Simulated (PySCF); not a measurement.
Ru₂H₆: from structure and modes to constants

Computed with PySCF, PBE0, basis Ru def2-TZVP with ECP28, H def2-TZVP (scalar-relativistic core potentials, no spin–orbit coupling, density fitting).

The singlet minimum has C2 symmetry. Masses (u): Ru 101.90435, H 1.00782.

```xyz
8
charge 0 multiplicity 1, angstrom
Ru   -0.1580   -0.2234    1.0364
Ru    0.1370    0.2356   -1.0366
H     1.3073    0.1986    1.2750
H    -0.4399    1.0851    1.8944
H     0.3763   -1.6357    1.5450
H     1.6384    0.4686   -1.5167
H    -1.1201   -0.1814   -1.9163
H     0.5045   -1.2483   -1.2496
```

Harmonic wavenumbers (cm⁻¹): 252.8 (a, ×1), 300.4 (a, ×1), 315.6 (b, ×1), 449.7 (a, ×1), 456.3 (b, ×1), 494.0 (a, ×1), 692.5 (b, ×1), 696.6 (a, ×1), 700.5 (b, ×1), 726.8 (a, ×1), 893.6 (b, ×1), 898.6 (a, ×1), 2057.6 (a, ×1), 2058.2 (b, ×1), 2074.0 (b, ×1), 2082.9 (a, ×1), 2250.0 (a, ×1), 2250.4 (b, ×1).

Question: Find the principal moments of inertia and the rotational constants. What kind of rotor is it?

Answer: About the centre of mass I = 13.181, 254.83, 254.87 u Å². With B = 16.8576/I this gives 1.279, 0.06615, 0.06614 cm⁻¹. The molecule is a prolate symmetric top.

Question: Find the vibrational entropy and heat capacity at 298.15 K.

Answer: With u = 1.43878 ω/T, each mode gives S = R[u/(eᵘ−1) − ln(1−e⁻ᵘ)] and C = R u² eᵘ/(eᵘ−1)².
```json
{"ω (cm⁻¹)": "252.8", "u": "1.220", "S (J/(mol K))": "7.16", "C (J/(mol K))": "7.36"}
{"ω (cm⁻¹)": "300.4", "u": "1.450", "S (J/(mol K))": "5.92", "C (J/(mol K))": "7.00"}
{"ω (cm⁻¹)": "315.6", "u": "1.523", "S (J/(mol K))": "5.58", "C (J/(mol K))": "6.88"}
{"ω (cm⁻¹)": "449.7", "u": "2.170", "S (J/(mol K))": "3.33", "C (J/(mol K))": "5.70"}
{"ω (cm⁻¹)": "456.3", "u": "2.202", "S (J/(mol K))": "3.25", "C (J/(mol K))": "5.64"}
{"ω (cm⁻¹)": "494.0", "u": "2.384", "S (J/(mol K))": "2.82", "C (J/(mol K))": "5.29"}
{"ω (cm⁻¹)": "692.5", "u": "3.342", "S (J/(mol K))": "1.32", "C (J/(mol K))": "3.53"}
{"ω (cm⁻¹)": "696.6", "u": "3.361", "S (J/(mol K))": "1.30", "C (J/(mol K))": "3.50"}
{"ω (cm⁻¹)": "700.5", "u": "3.380", "S (J/(mol K))": "1.28", "C (J/(mol K))": "3.47"}
{"ω (cm⁻¹)": "726.8", "u": "3.507", "S (J/(mol K))": "1.15", "C (J/(mol K))": "3.26"}
{"ω (cm⁻¹)": "893.6", "u": "4.312", "S (J/(mol K))": "0.60", "C (J/(mol K))": "2.13"}
{"ω (cm⁻¹)": "898.6", "u": "4.337", "S (J/(mol K))": "0.59", "C (J/(mol K))": "2.10"}
{"ω (cm⁻¹)": "2057.6", "u": "9.929", "S (J/(mol K))": "0.00", "C (J/(mol K))": "0.04"}
{"ω (cm⁻¹)": "2058.2", "u": "9.932", "S (J/(mol K))": "0.00", "C (J/(mol K))": "0.04"}
{"ω (cm⁻¹)": "2074.0", "u": "10.009", "S (J/(mol K))": "0.00", "C (J/(mol K))": "0.04"}
{"ω (cm⁻¹)": "2082.9", "u": "10.052", "S (J/(mol K))": "0.00", "C (J/(mol K))": "0.04"}
{"ω (cm⁻¹)": "2250.0", "u": "10.858", "S (J/(mol K))": "0.00", "C (J/(mol K))": "0.02"}
{"ω (cm⁻¹)": "2250.4", "u": "10.860", "S (J/(mol K))": "0.00", "C (J/(mol K))": "0.02"}
```
The sums over all modes are S = 34.3 and C = 56.0 J/(mol K); the softest mode gives 21 % of the entropy.

Only a few start shapes were tried, so a lower isomer may exist.
